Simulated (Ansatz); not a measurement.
Energy needed to pull apart C$_{2}$H$_{3}$FSi (SMILES C#C[SiH2]F), closed shell, into free ground-state atoms, from the structure below (displaced at random from its PBE0-D4/def2-TZVP minimum); no zero-point or spin–orbit terms; open-shell atoms are treated unrestricted, in their ground-state multiplicity.

```
atom    x (Å)    y (Å)    z (Å)
  C1  -0.3448  -1.8312  -0.6559
  C2  -0.1438  -0.7149  -0.2178
 Si3   0.1846   1.0173   0.3556
  F4  -0.3924   2.0165  -0.6415
  H5  -0.5218  -2.8206  -0.9741
  H6  -0.4335   1.0941   1.6603
  H7   1.6841   1.1971   0.4302
```

Ansatz 0.2.0; basis: def2-TZVPP; cores frozen in the correlated methods.

```tsv
method	atomization energy (kcal/mol)
PBE-D4	686.8
r2SCAN-D4	676.5
PBE0-D4	?
wB97M-V	677.2
HF	503.0
MP2	?
CCSD	648.6
CCSD(T)	660.0
```

Question: What does MP2 give? (Judge from chemistry; the value comes from the calculation.)

Answer: Computed: 679.0 kcal/mol, which is about 19.1 kcal/mol more than CCSD(T)/def2-TZVPP.

Question: What does PBE0-D4 give? (To be estimated.)

Answer: Computed: 673.0 kcal/mol, which is about 13.0 kcal/mol more than CCSD(T)/def2-TZVPP.

In triple zeta the MP2 and coupled-cluster atomization energies are still short of their basis limit by a few kcal/mol a bond, whereas those of the functionals are nearly converged, so these differences are not deviations from converged CCSD(T).

The T1 diagnostic stays at or below 0.013.

For scale, one of the runs: CCSD(T)/def2-TZVPP forces, 177 basis functions (an equivalent command: `ansatz run in.yaml --threads 2`). Time: 4.5 min of wall clock on 2 CPU threads; the host was shared. Peak host memory: 3 GiB.
